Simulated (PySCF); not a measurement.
Species: 2-acetylpyridine, C7H7NO.
Numbering: `[CH3:1][C:2](=[O:3])[c:4]1[cH:5][cH:6][cH:7][cH:8][n:9]1`

Definitions: NICS(0) = −σiso at the ring centroid; NICS(1) = −σiso and NICS(1)zz = −σzz at ±1 Å along the ring normal z. Level: GIAO PBE0/pcSseg-1 (PySCF, non-relativistic, gas phase) on the GFN2-xTB geometry, one conformer.

Ring bond lengths (Å), with Mayer bond orders in brackets: C4–C5 1.394 (1.33), C5–C6 1.385 (1.43), C6–C7 1.386 (1.42), C7–C8 1.390 (1.38), C8–N9 1.317 (1.52), N9–C4 1.331 (1.43).

Task: What do the NICS probes read (ppm)?

Result: 
```csv
ring,type,NICS(0),"NICS(1), two faces","NICS(1)zz, two faces",rms pucker (Å),"centre to ring atoms, mean (Å)"
C4–C5–C6–C7–C8–N9,6-membered ring with N; formal bonds all aromatic,-7.3,-11.4 / -11.4,-28.2 / -28.2,0.00,1.37
```

Task: What do they say, and how far can they be read as aromaticity?

Result: 
- C4–C5–C6–C7–C8–N9: mean NICS(1)zz -28.2 ppm, shielded. For a flat ring without four-coordinate atoms the NICS criterion counts such a value as aromatic.

Task: And the bond-length index? HOMA = 1 − mean of α(R − Ropt)² over the ring bonds, with Krygowski's 1993 parameters (CC: Ropt 1.388 Å, α 257.7 Å⁻²; CN: Ropt 1.334 Å, α 93.52 Å⁻²).

Result: 
- C4–C5–C6–C7–C8–N9: HOMA 0.99; the largest term is that of C8–N9, α(R − Ropt)² = 0.03. The geometric and the magnetic index point the same way.

Task: What field does 14.1 T along the ring normal induce along that normal at the second NICS(1) probe listed for ring C4–C5–C6–C7–C8–N9, 1 Å off the ring?

Result: NICSzz × B0 = -28.2 ppm × 14.1 T = -398 μT, against the applied field.

Task: How shielded are the nuclei of the rings and their hydrogens (means over atoms taken as equivalent)?

Result: 
| atoms | environment | σ isotropic (ppm) | principal values of the symmetric part, first atom (ppm) |
| --- | --- | --- | --- |
| C4 | substituted aromatic carbon | 29.7 | -73.0, 21.2, 140.8 |
| C5 | aromatic CH carbon | 59.1 | -50.5, 37.0, 190.8 |
| C6 | aromatic CH carbon | 44.1 | -70.7, 21.8, 181.4 |
| C7 | aromatic CH carbon | 54.5 | -60.0, 45.1, 178.3 |
| C8 | aromatic CH next to a ring nitrogen | 32.7 | -74.9, 26.1, 146.9 |
| N9 | pyridine-type nitrogen | -86.8 | -401.2, -155.1, 296.0 |
| H on C5 | aromatic hydrogen | 23.26 | 19.0, 23.1, 27.7 |
| H on C6 | aromatic hydrogen | 23.57 | 20.3, 23.6, 26.9 |
| H on C7 | aromatic hydrogen | 24.14 | 21.7, 23.5, 27.3 |
| H on C8 | aromatic hydrogen | 22.73 | 18.5, 23.1, 26.7 |

Conformer computed: `[CH3:1][C:2](=[O:3])[c:4]1[cH:5][cH:6][cH:7][cH:8][n:9]1`: C1–C2–C4–C5 180°.
